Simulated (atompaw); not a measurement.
**Before and after: PAW (atompaw) potential for Te**

atompaw 4.2.0.5 input, output lines left out:

```
Te 52
GGA-PBESOL scalarrelativistic loggrid 1500 logderivrange -6 5 276
5 5 4 0 0 0
5 1 3
0 0 0
c
c
c
c
v
c
c
c
v
c
v
2
1.85 1.45 1.75 1.25
y
-1.4
n
y
0.3
n
y
-3
n
custom rrkj gramschmidtortho besselshape
3 0 troulliermartins
1.85
1.85
1.85
1.70
1.85
1.15
```

Change: all radii scaled by about 1.04 (s 1.92, p 1.92, d 1.92 bohr); local potential troulliermartins scheme with l = 3 at 0 Ry, radius 1.82 bohr; augmentation besselshape compensation charge, radius 1.50 bohr; PAW radius 1.92 bohr; waves and projectors: custom rrkj gramschmidtortho; core correction smooth core density matched at 1.30 bohr.

Cutoffs: the cutoffs (Ry, on a coarse ladder) from which the occupation-weighted sum of valence levels, in a spherical-Bessel basis at the reference potential, stays within 10 and 1 mRy of its value at 400 Ry; they do not see the model core or the augmentation charge, which bear on the density cutoff.

**Question.** What does the change do?

**Answer.** The potential gets softer (35 Ry and 55 Ry → 30 Ry and 50 Ry); both files keep a bound ghost (p, s). A larger radius leaves more room for a smooth pseudo-wave, so fewer plane waves are needed.

```csv
quantity,base,changed
"cutoff, loose",35 Ry,30 Ry
"cutoff, tight",55 Ry,50 Ry
loose cutoff by channel (10 mRy a level),"s 6 Ry, p 12 Ry, d 30 Ry","s 6 Ry, p 10 Ry, d 25 Ry"
bound ghosts,"s, p","s, p"
lowest overlap eigenvalue by channel,"s 0.29, p 0.54, d 0.06","s 0.27, p 0.56, d 0.07"
```

 A true bound ghost makes a file unfit for plane-wave use even where its test errors are small: the radial tests pick states by their node count and pass the ghost by. The cutoffs see the waves, projectors and local potential, not the compensation charge or the core.
